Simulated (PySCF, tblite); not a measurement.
**Isomers of C22H14**

All values: TDA PBE0/6-31G*, gas phase, PySCF SCF with an in-house response code, fitting set def2-universal-JFIT up to Ne and JKFIT beyond, grid level 1 (kernel 0), vertical, one conformer each, geometries GFN2-xTB; core orbitals frozen in the response, virtual orbitals above 1.5 Eh left out. The lowest 6 singlets were sought, and the brightest is taken among them. The runs took 0.7 to 1 CPU minutes each on shared server CPUs. Energies are electronic, without zero-point or thermal terms, against the lowest isomer listed.

(1) Rank these isomers by DFT energy, most stable first.
A. c1ccc2c(c1)ccc1c2ccc2c3ccccc3ccc21
B. c1ccc2cc3cc4cc5ccccc5cc4cc3cc2c1
C. c1ccc2c(c1)ccc1ccc3ccc4ccccc4c3c12
D. C1=Cc2ccccc2-c2cc3cccc4cccc(c2=C1)c43

(2) Give energies, gaps and lowest singlets for all.

Answers

(1) A (0.0 kcal/mol), C (11.7 kcal/mol), B (18.2 kcal/mol), D (33.9 kcal/mol).

(2) 
| isomer | DFT energy / kcal/mol | GFN2-xTB energy / kcal/mol | HOMO-LUMO gap / eV | S1 / eV | f(S1) |
| --- | --- | --- | --- | --- | --- |
| c1ccc2cc3cc4cc5ccccc5cc4cc3cc2c1 | 18.2 | 13.4 | 2.43 | 2.26 | 0.092 |
| c1ccc2c(c1)ccc1ccc3ccc4ccccc4c3c12 | 11.7 | 5.5 | 4.57 | 3.55 | 0.001 |
| C1=Cc2ccccc2-c2cc3cccc4cccc(c2=C1)c43 | 33.9 | 27.0 | 3.07 | 2.75 | 0.362 |
| c1ccc2c(c1)ccc1c2ccc2c3ccccc3ccc21 | 0.0 | 0.0 | 4.59 | 3.76 | 0.004 |
